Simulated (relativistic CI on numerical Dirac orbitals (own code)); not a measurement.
# Co⁺ in a cubic cluster: 1s photoemission with charge transfer

Computed with a charge-transfer multiplet model of a cubic metal-ligand cluster with up to 2 ligand holes, Slater and spin-orbit integrals from Dirac-Coulomb-Breit ions, Slater integrals scaled by 0.9. The ground state mixes d8 with configurations of k ligand holes L, whose averages lie at kΔ + k(k − 1)U_dd/2; a core hole lowers each added d electron by U_cd. 300 K, Lorentzian 1.1 eV and Gaussian 0.6 eV FWHM.

Atomic integrals in eV (Slater integrals scaled, ζ unscaled), ground: F2dd 9.320, F4dd 5.741, zeta_d 0.056; with the core hole: F2dd 11.019, F4dd 6.839, zeta_d 0.082, G2cd 0.060.

Cluster parameters (eV): Δ = 4.5, U_dd = 7.2, U_cd = 8.4, 10Dq = 1, 10Dq(ligand) = 0, final-state hopping factor = 1.

| Case | n_d | d8 | d9L | d10L2 | S |
| --- | --- | --- | --- | --- | --- |
| V(eg) = 1.55 eV, V(t2g) = -0.74 eV | 8.10 | 0.90 | 0.10 | 0.00 | 1.00 |
| V(eg) = 1.85 eV, V(t2g) = -0.88 eV | 8.13 | 0.87 | 0.13 | 0.00 | 1.00 |
| V(eg) = 2.15 eV, V(t2g) = -1.03 eV | 8.16 | 0.84 | 0.15 | 0.00 | 1.00 |
| V(eg) = 2.45 eV, V(t2g) = -1.17 eV | 8.19 | 0.81 | 0.18 | 0.01 | 1.00 |
| V(eg) = 3.35 eV, V(t2g) = -1.6 eV | 8.28 | 0.73 | 0.26 | 0.01 | 1.00 |

Weights, n_d and S are thermal averages at 300 K. Binding energies count from the first peak over 30 % of the highest in each spectrum, which can be another peak from case to case. The parameters are a model scan and need not match a compound or its usual spin state. Peaks in eV (height, largest 100):
- V(eg) = 1.55 eV, V(t2g) = -0.74 eV: 0.0 (100), 4.7 (93), 6.9 (13)
- V(eg) = 1.85 eV, V(t2g) = -0.88 eV: 0.0 (100), 5.3 (73), 8.2 (10)
- V(eg) = 2.15 eV, V(t2g) = -1.03 eV: 0.0 (100), 5.9 (59), 9.2 (8)
- V(eg) = 2.45 eV, V(t2g) = -1.17 eV: 0.0 (100), 6.5 (50), 10.4 (6)
- V(eg) = 3.35 eV, V(t2g) = -1.6 eV: 0.0 (100), 8.2 (33)

Curve for V(eg) = 1.55 eV, V(t2g) = -0.74 eV (points under 2 left out, the grid thinned):

(E (eV), Intensity): (-3.5, 3.4), (-3.2, 4.0), (-2.9, 4.8), (-2.6, 5.8), (-2.3, 7.3), (-2.0, 9.5), (-1.7, 12.8), (-1.4, 18.2), (-1.1, 27.6), (-0.8, 44.4), (-0.5, 70.3), (-0.2, 95.2), (0.1, 97.3), (0.4, 74.4), (0.7, 48.1), (1.0, 30.7), (1.3, 21.1), (1.6, 16.0), (1.9, 13.3), (2.2, 12.2), (2.5, 12.3), (2.8, 13.5), (3.1, 16.4), (3.4, 21.9), (3.7, 32.4), (4.0, 51.1), (4.3, 76.6), (4.6, 93.4), (4.9, 84.5), (5.2, 59.3), (5.5, 37.3), (5.8, 24.2), (6.1, 17.2), (6.4, 13.9), (6.7, 12.9), (7.0, 12.8), (7.3, 11.8), (7.6, 9.4), (7.9, 6.9), (8.2, 5.1), (8.5, 3.9), (8.8, 3.2), (9.1, 2.7), (9.4, 2.3), (9.7, 2.0)

For the case V(eg) = 2.45 eV, V(t2g) = -1.17 eV, Δ = 4.5 eV is smaller than U_dd = 7.2 eV, the charge-transfer side of the Zaanen-Sawatzky-Allen scheme. With the core hole the average of the configuration with one ligand hole lies at Δ − U_cd = -3.9 eV before mixing: the effective hopping of about 3.3 eV (from the holes of the mixed ground state) is comparable with this gap or larger, so the configurations mix strongly.
